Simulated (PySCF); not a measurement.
Isomers of C7H13F, mass 116.100 u with the commonest isotopes. Method: PBE0-D3(BJ)/def2-SVP geometry optimisation, gas phase (PySCF). One conformer each, none proved a minimum here; rigid rotors.

Question: Order these by rotational constant B, largest first.
A. `[CH3:1][C:2]([CH3:3])=[C:4]([CH3:5])[CH2:6][CH2:7][F:8]` with C2–C4–C6–C7 95°, C4–C6–C7–F8 176°
B. `CC(C)(C)[C@@H]1C[C@@H]1F`
C. `[CH2:1]=[C:2]([F:3])[CH2:4][C@H:5]([CH3:6])[CH2:7][CH3:8]` with C1–C2–C4–C5 -118°, C2–C4–C5–C6 -169°, C4–C5–C7–C8 -172°

Answer: B (1582 MHz), C (1162 MHz), A (1092 MHz).

Question: Order these by out-of-plane moment Σ m c² = (Ia + Ib − Ic)/2, largest first.
A. `[C@H]1(F)C[C@H]1C(C)(C)C`
B. `[CH3:1][C:2]([CH3:3])=[C:4]([CH3:5])[CH2:6][CH2:7][F:8]` with C2–C4–C6–C7 95°, C4–C6–C7–F8 176°
C. `[CH2:1]=[C:2]([F:3])[CH2:4][C@H:5]([CH3:6])[CH2:7][CH3:8]` with C1–C2–C4–C5 -118°, C2–C4–C5–C6 -169°, C4–C5–C7–C8 -172°

Answer: A (65.92 u·Å²), C (58.25 u·Å²), B (22.92 u·Å²).

Question: Order these by radius of gyration √(Σ m r²/M), smallest first.
A. `[CH2:1]=[C:2]([F:3])[CH2:4][C@H:5]([CH3:6])[CH2:7][CH3:8]` with C1–C2–C4–C5 -118°, C2–C4–C5–C6 -169°, C4–C5–C7–C8 -172°
B. `CC(C)(C)[C@@H]1C[C@@H]1F`
C. `[CH3:1][C:2]([CH3:3])=[C:4]([CH3:5])[CH2:6][CH2:7][F:8]` with C2–C4–C6–C7 95°, C4–C6–C7–F8 176°

Answer: B (1.910 Å), A (2.175 Å), C (2.266 Å).

```json
{"SMILES": "CC(C)=C(C)CCF", "point group": "C1", "Ia (u·Å²)": "156.24", "Ib (u·Å²)": "462.81", "Ic (u·Å²)": "573.22", "κ": "-0.82", "μa (D)": "2.04", "μb (D)": "0.35", "μc (D)": "0.42"}
{"SMILES": "C=C(F)C[C@H](C)CC", "point group": "C1", "Ia (u·Å²)": "172.48", "Ib (u·Å²)": "434.81", "Ic (u·Å²)": "490.80", "κ": "-0.86", "μa (D)": "0.80", "μb (D)": "0.26", "μc (D)": "1.05"}
{"SMILES": "CC(C)(C)[C@@H]1C[C@@H]1F", "point group": "C1", "Ia (u·Å²)": "169.85", "Ib (u·Å²)": "319.47", "Ic (u·Å²)": "357.49", "κ": "-0.78", "μa (D)": "0.44", "μb (D)": "1.18", "μc (D)": "0.68"}
```
